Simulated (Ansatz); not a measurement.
Ansatz results at the PBE0-D4/def2-TZVP geometry: HOMO energy (ωB97M-V/def2-TZVPP) -9.21 eV; HOMO energy (PBE/def2-TZVPP) -5.80 eV; HOMO–LUMO gap (B3LYP/def2-TZVPP) 6.67 eV.

Each molecule was computed in one conformer, which needn't be the lowest.

**Question.** Which molecule gave them?
A. `C1[O][AlH][SiH2]1`
B. `FC1N[SiH2]S1`
C. `C1=N[CH2][AlH][Te]1`
D. `N[Si@@H]1S[C@@H]1F`

**Answer.** D. The others give `C1[O][AlH][SiH2]1`: -9.11, -6.10, 5.27; `FC1N[SiH2]S1`: -9.55, -6.07, 6.31; `C1=N[CH2][AlH][Te]1`: -8.58, -5.53, 4.82.

B3LYP here is the variant with VWN-RPA as its local correlation; programs differ in this.
